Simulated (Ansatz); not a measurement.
SeCl₂. Total charge 0; singlet. Geometry PBE0-D4/def2-TZVP.

Cartesian coordinates in Å:
```
Se -0.1620 -0.7608 0.4630
Cl 1.6444 -0.1171 -0.5019
Cl -1.4824 0.8779 0.0390
```

Problem. Estimate the orbital energies around the gap (eV) in Ansatz with HF/def2-TZVP, PBE-D4/def2-TZVPD, r2SCAN-D4/def2-TZVPD, PBE0-D4/def2-SVP, ωB97X-V/def2-TZVP.

Solution. 
```json
{"orbital": "HOMO−9", "HF/def2-TZVP": "-31.62", "PBE-D4/def2-TZVPD": "-22.33", "r2SCAN-D4/def2-TZVPD": "-23.30", "PBE0-D4/def2-SVP": "-24.90", "ωB97X-V/def2-TZVP": "-27.85"}
{"orbital": "HOMO−8", "HF/def2-TZVP": "-30.08", "PBE-D4/def2-TZVPD": "-20.97", "r2SCAN-D4/def2-TZVPD": "-21.91", "PBE0-D4/def2-SVP": "-23.39", "ωB97X-V/def2-TZVP": "-26.32"}
{"orbital": "HOMO−7", "HF/def2-TZVP": "-23.71", "PBE-D4/def2-TZVPD": "-16.88", "r2SCAN-D4/def2-TZVPD": "-17.51", "PBE0-D4/def2-SVP": "-18.77", "ωB97X-V/def2-TZVP": "-21.63"}
{"orbital": "HOMO−6", "HF/def2-TZVP": "-15.85", "PBE-D4/def2-TZVPD": "-11.46", "r2SCAN-D4/def2-TZVPD": "-11.90", "PBE0-D4/def2-SVP": "-12.74", "ωB97X-V/def2-TZVP": "-15.08"}
{"orbital": "HOMO−5", "HF/def2-TZVP": "-15.01", "PBE-D4/def2-TZVPD": "-10.45", "r2SCAN-D4/def2-TZVPD": "-10.85", "PBE0-D4/def2-SVP": "-11.72", "ωB97X-V/def2-TZVP": "-14.20"}
{"orbital": "HOMO−4", "HF/def2-TZVP": "-14.73", "PBE-D4/def2-TZVPD": "-9.48", "r2SCAN-D4/def2-TZVPD": "-9.90", "PBE0-D4/def2-SVP": "-10.88", "ωB97X-V/def2-TZVP": "-13.63"}
{"orbital": "HOMO−3", "HF/def2-TZVP": "-13.38", "PBE-D4/def2-TZVPD": "-8.54", "r2SCAN-D4/def2-TZVPD": "-8.88", "PBE0-D4/def2-SVP": "-9.67", "ωB97X-V/def2-TZVP": "-12.34"}
{"orbital": "HOMO−2", "HF/def2-TZVP": "-12.84", "PBE-D4/def2-TZVPD": "-8.39", "r2SCAN-D4/def2-TZVPD": "-8.75", "PBE0-D4/def2-SVP": "-9.66", "ωB97X-V/def2-TZVP": "-12.08"}
{"orbital": "HOMO−1", "HF/def2-TZVP": "-12.75", "PBE-D4/def2-TZVPD": "-8.24", "r2SCAN-D4/def2-TZVPD": "-8.59", "PBE0-D4/def2-SVP": "-9.42", "ωB97X-V/def2-TZVP": "-11.95"}
{"orbital": "HOMO", "HF/def2-TZVP": "-9.80", "PBE-D4/def2-TZVPD": "-5.80", "r2SCAN-D4/def2-TZVPD": "-6.06", "PBE0-D4/def2-SVP": "-6.87", "ωB97X-V/def2-TZVP": "-9.32"}
{"orbital": "LUMO", "HF/def2-TZVP": "1.16", "PBE-D4/def2-TZVPD": "-3.59", "r2SCAN-D4/def2-TZVPD": "-3.46", "PBE0-D4/def2-SVP": "-2.40", "ωB97X-V/def2-TZVP": "-0.35"}
{"orbital": "LUMO+1", "HF/def2-TZVP": "1.42", "PBE-D4/def2-TZVPD": "-3.29", "r2SCAN-D4/def2-TZVPD": "-3.16", "PBE0-D4/def2-SVP": "-2.17", "ωB97X-V/def2-TZVP": "-0.08"}
{"orbital": "LUMO+2", "HF/def2-TZVP": "7.82", "PBE-D4/def2-TZVPD": "-0.02", "r2SCAN-D4/def2-TZVPD": "0.70", "PBE0-D4/def2-SVP": "6.63", "ωB97X-V/def2-TZVP": "6.57"}
{"orbital": "LUMO+3", "HF/def2-TZVP": "7.88", "PBE-D4/def2-TZVPD": "0.50", "r2SCAN-D4/def2-TZVPD": "1.08", "PBE0-D4/def2-SVP": "9.89", "ωB97X-V/def2-TZVP": "6.78"}
{"orbital": "LUMO+4", "HF/def2-TZVP": "8.50", "PBE-D4/def2-TZVPD": "0.51", "r2SCAN-D4/def2-TZVPD": "1.15", "PBE0-D4/def2-SVP": "9.95", "ωB97X-V/def2-TZVP": "7.44"}
{"orbital": "LUMO+5", "HF/def2-TZVP": "9.20", "PBE-D4/def2-TZVPD": "0.67", "r2SCAN-D4/def2-TZVPD": "1.50", "PBE0-D4/def2-SVP": "10.59", "ωB97X-V/def2-TZVP": "7.75"}
```
